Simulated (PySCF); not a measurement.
BH₆PSSi.
Atom-mapped SMILES: `[SiH3:1][S:2][BH:3][PH2:4]` (hydrogens: H5, H6, H7 on Si1; H8 on B3; H9, H10 on P4)

Computed, not measured: TDDFT PBE0/def2-SVPD, vertical, gas phase, core orbitals frozen in the response in PySCF. The structure is a single PBE0-D3(BJ)/def2-SVP conformer in the gas phase; no vibrational or solvent corrections. Torsions of this conformer, `[SiH3:1][S:2][BH:3][PH2:4]`: Si1–S2–B3–P4 -6°, H–P4–B3–S2 44°, H–P4–B3–S2 144°.

```
state  E (eV)  E (hartree)       f  |μ| (D)  main configurations (H = HOMO, L = LUMO)
   S1    4.83       0.1774   0.085     2.15                                 H→L (89%)
   S2    5.59       0.2053   0.100     2.18                  H-1→L (78%), H-2→L (12%)
   S3    5.96       0.2189   0.018     0.89                               H→L+1 (92%)
   S4    6.26       0.2301   0.025     1.03                  H-2→L (74%), H-1→L (14%)
   S5    6.44       0.2366   0.022     0.95    H→L+2 (50%), H-3→L (26%), H-1→L+1 (9%)
   S6    6.51       0.2393   0.014     0.76                  H-3→L (61%), H→L+2 (28%)
   S7    6.56       0.2411   0.036     1.20                  H→L+3 (76%), H→L+2 (12%)
   S8    6.69       0.2458   0.016     0.79                H-1→L+1 (70%), H→L+3 (13%)
   S9    6.87       0.2526  0.0056     0.46                H→L+4 (82%), H-1→L+1 (10%)
  S10    7.29       0.2680   0.012     0.66              H-1→L+2 (82%), H-1→L+3 (10%)
```

Triplets, Tamm–Dancoff:

```csv
state,E (eV),λ (nm),"main configurations (H = HOMO, L = LUMO)"
T1,3.86,321.1,H→L (96%)
T2,4.58,270.5,H-1→L (92%)
T3,5.39,230.0,H-2→L (90%)
T4,5.52,224.6,"H→L+1 (58%), H→L+3 (14%), H→L+4 (12%)"
```

The lowest singlet comes at 257 nm (466 kJ/mol) in the ultraviolet; it is of moderate strength; its leading configuration is HOMO→LUMO (89%). The most intense listed level is S2 at 5.59 eV (222 nm, f = 0.100), 0.76 eV above S1. Löwdin shares by element: HOMO phosphorus 52%, sulfur 19%, boron 14%, hydrogen 5% or more; LUMO boron 44%, sulfur 21%, phosphorus 18%, hydrogen 7% or more. Weighted by f, the mean energy of these states is 5.80 eV. The oscillator strengths of these states sum to 0.335; summed over the whole spectrum of an exact calculation they would give the number of electrons, 56 (Thomas–Reiche–Kuhn). The listed states span 2.47 eV, and the widest gap between neighbours is 0.76 eV (S1 to S2). The vertical ionisation energy (ΔSCF) is 9.31 eV, 2.01 eV above S10. The window holds the lowest 10 singlets.
